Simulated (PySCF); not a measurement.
A geometry optimisation on `FC(F)(F)[C@@H]1CO1` (1,1,1-trifluoro-2,3-epoxypropane).

Method: PBE0-D3(BJ)/def2-SVP geometry optimisation, gas phase (PySCF 2.14.0). Start geometry: GFN2-xTB. The input is one job of a driver script: a line of settings, then coordinates in Å.

Command:
```bash
OMP_NUM_THREADS=1 python probes_run.py task.json out
```

Input:
```
{"job": {"xc": "PBE0", "basis": "def2-SVP", "d3": "d3bj", "grid": 1, "shake": 0.01, "kind": "geom"}, "charge": 0, "multiplicity": 1}
F     -1.177570     1.033750     0.963720
C     -1.208480     0.052250     0.078520
F     -2.134520     0.343770    -0.862190
F     -1.622210    -1.028370     0.727930
C      0.160150    -0.223330    -0.529770
C      1.368480     0.041400     0.267160
O      0.984830     0.876940    -0.770290
H      0.155520    -0.994460    -1.277640
H      1.275000     0.447050     1.289640
H      2.249240    -0.569940     0.091870
```

Output:
```
step   0  E = -489.97864556  max force = 0.019151
step   1  E = -489.97839973  max force = 0.013491
step   2  E = -489.98006654  max force = 0.005541
step   3  E = -489.98041153  max force = 0.003501
step   4  E = -489.98049523  max force = 0.002201
step   5  E = -489.98053141  max force = 0.000813
step   6  E = -489.98055116  max force = 0.000733
step   7  E = -489.98058900  max force = 0.002103
step   8  E = -489.98062875  max force = 0.002371
step   9  E = -489.98064545  max force = 0.001290
step  10  E = -489.98064960  max force = 0.000422
optimisation converged
```

Energies in Eh; «max force» is the largest Cartesian gradient component in Eh/bohr.

Q: Give the first gradient maximum in eV/Å.

A: With 1 Eh/bohr = 51.422 eV/Å, 0.985 eV/Å.

Q: How much energy does the optimisation release, in kcal/mol?

A: E(step 0) − E(last step) = 0.002004 Eh, which is 1.3 kcal/mol.

Summary of the converged run: final energy -489.98065 Eh after 10 steps; dipole 2.40 D.

Q: How long does this job take on one thread, Arm Neoverse V1 (aarch64), shared host with 64 logical CPUs at a one-minute load of 37? And the peak memory of the process?

A: About 49 s, with 0.47 GiB resident at the peak, the Python interpreter and its libraries included.
Labels such as C1 count atoms from 1, the log's own numbers from 0.
